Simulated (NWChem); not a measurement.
System: CH5GaS2; SMILES [CH3][Ga]([SH])[SH]

```xyz
9

Ga     0.3344     0.0047    -0.0023
C      2.2892     0.0022     0.0028
H      2.6671    -0.4929    -0.9045
H      2.6611    -0.5583     0.8739
H      2.6887     1.0252     0.0423
S     -0.7782    -1.9058    -0.1068
H     -2.0084    -1.3500    -0.0780
S     -0.7900     1.9075     0.0971
H     -2.0182     1.3474     0.0644
```
Atoms are numbered in this order, from 1.

All runs use the structure optimised with PBE0/def2-SVP.

Question: Give the principal values of the shielding tensors (ppm) of Ga1, C2, S6, S8 from B3LYP/6-31G* (spherical d), GIAO (NWChem), with their diamagnetic and paramagnetic parts as GIAO splits them.

Answer: 
```json
[
 {"atom": "Ga1", "σ11": "1262.6", "σ22": "1406.7", "σ33": "1468.3", "isotropic": "1379.2", "diamagnetic": "2643.8", "paramagnetic": "-1264.6"},
 {"atom": "C2", "σ11": "175.4", "σ22": "185.9", "σ33": "200.9", "isotropic": "187.4", "diamagnetic": "246.8", "paramagnetic": "-59.4"},
 {"atom": "S6", "σ11": "504.6", "σ22": "609.4", "σ33": "722.1", "isotropic": "612.1", "diamagnetic": "1056.4", "paramagnetic": "-444.3"},
 {"atom": "S8", "σ11": "496.7", "σ22": "604.7", "σ33": "720.1", "isotropic": "607.2", "diamagnetic": "1056.4", "paramagnetic": "-449.2"}
]
```
